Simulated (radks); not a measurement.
Hf+, configuration [Xe] 4f14 5d1 6s2 (the NIST ground configuration). All-electron calculation, Dirac Kohn-Sham, PBEsol, spin-unpolarised, spherical densities, finite nucleus; open shells fill j = l - 1/2 first; Fermi nuclear charge, rms radius 5.347 fm. Program: a radial shooting solver on a logarithmic mesh with Libxc functionals.

Normalised radial functions P(r) = r R(r) (large component), r in bohr:

```
   r/bohr * 4f5/2, o 5d5/2 (the largest magnitude, 1.22, reaches the edge; | marks zero, & curves that meet)
 0.001105                             &
 0.001509                             &
 0.002062                             &
 0.002816                             &
 0.003848                             &
 0.005215                             &
 0.007124                             &
 0.009733                             &
   0.0133                             &
  0.01816                             &
  0.02462                             &
  0.03363                             *o
  0.04595                             *o
  0.06277                             |*o
  0.08575                             | * o
   0.1172                             |   o*
   0.1588                             |  o     *
   0.2169                             o               *
   0.2963                         o   |                      *
   0.4048                      o      |                          *
   0.5531                         o   |                         *
   0.7556                             |  o                 *
    1.024                             |         o   *
    1.399                             |       *      o
    1.911                             |   *          o
    2.611                             |*          o
    3.567                             *      o
    4.873                             *  o
    6.604                             *o
    9.023                             &
    12.33                             &
```

4f5/2: eigenvalue -26.978 eV, 0 radial nodes, <r> = 0.669 bohr, 90 % of the charge inside 1.13 bohr. 5d5/2 (empty): eigenvalue -10.431 eV, 2 radial nodes at r = 0.222, 0.672 bohr, <r> = 2.20 bohr, 90 % of the charge inside 3.49 bohr.
